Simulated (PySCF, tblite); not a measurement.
Isomers of C4H9ClO3Si. Computed values, GFN2-xTB/tblite, gas phase, harmonic and unscaled. Against measured fundamentals such values can be off by several per cent, at times by over 20. Modes of hydrogen on silicon can be 10 to 20 % off. One conformer each.

Electronic energies: PBE0/pcSseg-1 single points on the GFN2-xTB geometries (PySCF, gas phase).

```tsv
SMILES	electronic energy, lowest = 0 (kcal/mol)
CO[C@@H]1[C@@H](Cl)[C@H]1O[SiH2]O	72.8
CCOC(=O)O[Si@@H](C)Cl	0.0
C[C@@H](OC=O)[Si@H](O)CCl	46.2
```

Problem. How do GFN2-xTB zero-point energies change the relative energies?

Solution. 
```csv
SMILES,ZPE (kcal/mol),of it from modes above 1550 cm⁻¹,electronic (kcal/mol),"with ZPE, lowest = 0 (kcal/mol)",lowest mode (cm⁻¹),rings
CCOC(=O)O[Si@@H](C)Cl,81.7,40.5,0.0,0.0,33,0
C[C@@H](OC=O)[Si@H](O)CCl,81.1,40.9,46.2,45.7,32,0
CO[C@@H]1[C@@H](Cl)[C@H]1O[SiH2]O,79.3,37.4,72.8,70.4,46,1
```

The zero-point energies span 2.4 kcal/mol, from `CO[C@@H]1[C@@H](Cl)[C@H]1O[SiH2]O` to `CCOC(=O)O[Si@@H](C)Cl`. The order is unchanged.

Problem. And how do the electronic energies of GFN2-xTB itself compare?

Solution. `CCOC(=O)O[Si@@H](C)Cl` 0.0; `C[C@@H](OC=O)[Si@H](O)CCl` 52.0; `CO[C@@H]1[C@@H](Cl)[C@H]1O[SiH2]O` 36.0 kcal/mol, lowest = 0. Against the energies above, taken from the same isomer `CCOC(=O)O[Si@@H](C)Cl`, the largest difference is 36.8 kcal/mol.

Problem. What do entropy and thermal enthalpy add at 298.15 K and 1 bar (rigid rotor, harmonic oscillator, one conformer each)?

Solution. 
| SMILES | point group | symmetry number | S (cal/(mol K)) | H − H(0) (kcal/mol) | ZPE + H − H(0) − TS (kcal/mol) |
| --- | --- | --- | --- | --- | --- |
| CCOC(=O)O[Si@@H](C)Cl | C1 | 1 | 113.7 | 8.27 | 56.1 |
| C[C@@H](OC=O)[Si@H](O)CCl | C1 | 1 | 108.6 | 7.94 | 56.7 |
| CO[C@@H]1[C@@H](Cl)[C@H]1O[SiH2]O | C1 | 1 | 107.3 | 7.86 | 55.2 |
